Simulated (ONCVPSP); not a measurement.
revPBE ONCV dataset for La, scalar-relativistic all-electron reference.

| Property | Result |
| --- | --- |
| Element | lanthanum |
| Generator | ONCVPSP 4.0.1 |
| Type | optimised norm-conserving Vanderbilt (ONCV) |
| Functional | revPBE |
| Relativity | scalar-relativistic |
| Frozen core | [Kr] 4d10 5s2 |
| Valence charge | 9 |
| Reference configuration | 5p6 5d1 6s1.75 6p0.25 |
| Partial waves | 6s: rc 4.00 bohr, ncon 3, nbas 8, qcut 1.5 1/bohr, 2 projectors, debl 3.6 Ha; 5p+6p: rc 3.50 bohr, ncon 4, nbas 7, qcut 4.4 1/bohr, 2 projectors; 5d: rc 2.65 bohr, ncon 5, nbas 10, qcut 3.7 1/bohr, 1 projector; f scattering state at 0.1 Ha: rc 4.10 bohr, ncon 3, nbas 7, qcut 2.4 1/bohr, 2 projectors, debl 3.6 Ha |
| Local potential | polynomial inside 2.30 bohr (lpopt 5, dvloc0 0 Ha) |
| Core correction | Teter function, parameters optimised by the program |

In the f channel the program set the typed energies aside and used -0.169, 3.431 Ha.

Poles of the logarithmic derivatives, all-electron (AE) and pseudo (PS). s: poles at -1.4, 0.3, 2.3 (AE) and -0.5, 0.6, 2.3, 3.8 (PS) Ha. p: poles at -0.8, 1.1, 4.0 (AE) and -0.8, 1.1, 3.3 (PS) Ha. d: poles at 0.6, 4.2 (AE) and 0.5, 3.6 (PS) Ha. f: poles at 0.8, 2.2, 4.3 (AE) and 2.8, 4.2 (PS) Ha. Test radii: s 4.07, p 3.54, d 2.69, f 4.17 bohr.

- Cutoffs needed: 5.6 Ha and 8.0 Ha (the cutoffs (Ha) at which the residual kinetic energy of the hardest occupied pseudo-wave falls to 1 and 0.1 mHa per electron) The cutoffs count occupied waves only; projector 2 of the f channel, the hardest unoccupied one, needs 29 Ha at the loose tolerance.
- Ghost test: ghosts flagged at negative energy: s at -15.4 eV (a further GHOST(-) flag falls on a real empty level of the atom); GHOST(+) flagged for s at 103.8 eV; a true bound ghost makes a file unfit for plane-wave use
- Largest excitation error: -29 meV (all-electron minus pseudo) for 5p6 5d1 6s0 6p0, out of 4 test configurations
- rms error of d²Exc/dni dnj: 1.92 mHa without and 0.35 mHa with the model core
